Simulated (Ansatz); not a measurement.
C$_{2}$H$_{8}$ClFMoO$_{4}$ (`C[O][Mo]([OH])([OH])([F])([Cl])[O]C`) at its PBE0-D4/def2-TZVP geometry, where that method's forces vanish. The species carries charge 0 and has multiplicity 1. Mo: def2 effective core potential.

```xyz
17

C     1.6058    2.2057   -0.8072
O     1.1344    1.1414   -0.0280
Mo   -0.0818   -0.1805   -0.3529
O     0.7963   -1.8090    0.0401
O    -1.1563    1.1865   -1.0891
F     0.7536   -0.4587   -2.0276
Cl   -1.8835   -1.5316   -1.1757
O    -0.7375   -0.3432    1.3318
C    -1.1199   -1.3618    2.2066
H     2.1299    1.8061   -1.6808
H     0.7524    2.8047   -1.1413
H     2.2830    2.8102   -0.2018
H     1.0939   -2.3306   -0.7123
H    -1.9115    0.9276   -1.6268
H    -0.3838   -2.1695    2.1532
H    -1.1774   -0.9568    3.2184
H    -2.0975   -1.7407    1.8934
```

(1) What forces (eV/Å) does r2SCAN-D4/def2-TZVPP give on these atoms in Ansatz? (Estimate.)

Answers

(1) Ansatz gave: 
```
C1   0.095  0.202 -0.141
O2   0.241  0.163  0.258
Mo3 -0.112 -0.228 -0.407
O4   0.185 -0.286  0.142
O5  -0.160  0.316 -0.112
F6   0.088  0.011 -0.161
Cl7 -0.118 -0.105 -0.038
O8  -0.112  0.149  0.365
C9  -0.072 -0.174  0.166
H10 -0.006  0.002  0.003
H11  0.012 -0.008  0.002
H12 -0.008 -0.008 -0.015
H13  0.005 -0.014 -0.038
H14 -0.029 -0.012 -0.023
H15 -0.010  0.005  0.002
H16 -0.003 -0.012 -0.009
H17  0.007 -0.001  0.004
```
